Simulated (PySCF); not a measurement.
**State search for KTe⁺**

Unrestricted PBE0; PySCF, spin-free X2C with a Gaussian nucleus, basis sets K x2c-SVPall, Te x2c-SVPall. Outer shells of the fragments: K+ closed shells only; Te 4d10 5s2 5p4.

Followed along the bond (rough minima from three points):

```
2Ms+1  unpaired  ⟨S²⟩ at the start  R at minimum (Å)  Te (eV)
    3      π ↑↑               2.00              3.65     0.00
    1      π ↑↓               1.01              3.65     0.36
    3  σ ↑, π ↑               2.00              3.84     0.42
    1  σ ↓, π ↑               1.01              3.86     0.77
    1      none               0.00              3.63     1.47
```

Solutions found at the starting distance of 3.365 Å, counted from the lowest of them; the search is not exhaustive and high or unbound solutions are not listed, so other states can lie among these:

```
2Ms+1    unpaired   term  E (eV)  ⟨S²⟩  ⟨Lz²⟩   μ (D)
    3        π ↑↑    ³Σ⁻    0.00  2.00   0.00  -10.25
    1        π ↑↓  mixed    0.36  1.01   2.01  -10.24
    3    σ ↑, π ↑     ³Π    0.43  2.00   1.00  -10.59
    1    σ ↓, π ↑  mixed    0.79  1.01   1.00  -10.57
    1        none  mixed    1.46  0.00   2.00  -10.18
    3  σ ↑↑, π ↑↓  mixed    6.15  3.01   2.01    0.14
```

A term symbol is given only where ⟨S²⟩ and ⟨Lz²⟩ are close to those of a pure state; real π, δ and φ orbitals otherwise mix terms. A positive dipole points towards Te; it is taken about the centre of mass and depends on that origin.

Spin–orbit coupling is left out. Counting both spins, an empty level lies below a filled one in some of these solutions, because spin and occupation are held.
